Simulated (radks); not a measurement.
Values are calculated unless marked as measured or tabulated.
Problem. Ionisation of the strontium ion Sr3+, [Ar] 3d10 4s2 4p5, to [Ar] 3d10 4s2 4p4 as the strength of local exchange is varied. Level of theory: Dirac Kohn-Sham, Slater X-alpha exchange (alpha = 2/3 is LDA exchange), no correlation, spin-unpolarised, spherical densities, finite nucleus; open shells fill j = l - 1/2 first; Fermi nuclear charge, rms radius 4.224 fm (a radial shooting solver on a logarithmic mesh with Libxc functionals).

alpha  E(Sr3+) (hartree)  exchange (hartree)  IE (eV)  -e of the level emptied (eV)  <r> of it (bohr)
0.55         -3153.59173           -79.73149   52.995                45.950 (4p3/2)             1.531
0.667        -3170.59452           -97.16825   55.396                48.272 (4p3/2)             1.506
0.7          -3175.40526          -102.11644   56.083                48.938 (4p3/2)             1.500
0.707        -3176.42657          -103.16775   56.229                49.079 (4p3/2)             1.498
0.855        -3198.08993          -125.53514   59.366                52.122 (4p3/2)             1.469
0.957        -3213.09773          -141.10551   61.577                54.270 (4p3/2)             1.450
1.039        -3225.20873          -153.71451   63.384                56.028 (4p3/2)             1.435
x            -3191.19590          -118.40312   58.361                51.146 (4p3/2)             1.478

Which alpha was used in the last row?

Solution. alpha = 0.808. NIST Atomic Spectra Database: 56.280 eV (semi-empirical). The Delta-SCF value meets it near alpha = 0.71. Spin polarisation and multiplet splitting are left out, so open shells lie too high by an amount that depends on their filling.

Beside tabulated values, note that spin-unpolarised runs miss the spin-polarisation part of the exchange energy of open shells.
